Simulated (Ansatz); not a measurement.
C₁₀H₁₄ (`CC(C)Cc1ccccc1`), relaxed with RKS PBE0-D4/def2-TZVP in Ansatz 0.2.0 from a PBE-D4/def2-SVP geometry. The force threshold is 0.005 eV/Å; the program also tests the step.

Total charge 0; spin multiplicity 1.

Start:

```xyz
24

C    -0.183    2.118   -2.358
C    -0.135    1.412   -0.997
C     1.005    1.954   -0.129
C    -0.041   -0.122   -1.187
C    -0.144   -0.917    0.093
C    -1.391   -1.080    0.735
C    -1.500   -1.795    1.936
C    -0.358   -2.365    2.522
C     0.889   -2.212    1.898
C     0.992   -1.493    0.696
H    -1.028    1.754   -2.978
H     0.753    1.938   -2.930
H    -0.295    3.215   -2.241
H    -1.095    1.618   -0.470
H     1.030    1.473    0.869
H     1.989    1.775   -0.613
H     0.904    3.048    0.024
H     0.918   -0.359   -1.697
H    -0.851   -0.437   -1.880
H    -2.293   -0.643    0.276
H    -2.484   -1.914    2.414
H    -0.442   -2.933    3.462
H     1.789   -2.658    2.347
H     1.974   -1.378    0.209
```

Problem. By how much does the energy fall, and how many steps does the optimiser take? (Estimate.)

Solution. The calculation gave: 0.12 eV, in 5 steps.

Problem. Which bonds change most? (An estimate is asked.)

Solution. The calculation gave: C5–C10 from 1.409 to 1.391 Å; C5–C6 from 1.411 to 1.393 Å; C8–C9 from 1.403 to 1.386 Å; C2–H14 from 1.115 to 1.098 Å.

Problem. Give the relaxed structure. (Estimate.)

Solution. Computed: 
```xyz
24

C    -0.180    2.100   -2.329
C    -0.143    1.392   -0.984
C     0.990    1.920   -0.119
C    -0.042   -0.125   -1.186
C    -0.144   -0.913    0.086
C    -1.374   -1.071    0.720
C    -1.479   -1.768    1.913
C    -0.349   -2.324    2.497
C     0.881   -2.178    1.875
C     0.979   -1.479    0.681
H    -1.014    1.750   -2.943
H     0.744    1.919   -2.887
H    -0.284    3.181   -2.204
H    -1.089    1.591   -0.464
H     1.009    1.436    0.860
H     1.958    1.741   -0.600
H     0.893    2.997    0.038
H     0.908   -0.351   -1.683
H    -0.836   -0.439   -1.872
H    -2.264   -0.644    0.267
H    -2.447   -1.882    2.388
H    -0.430   -2.871    3.429
H     1.769   -2.612    2.320
H     1.945   -1.369    0.199
```
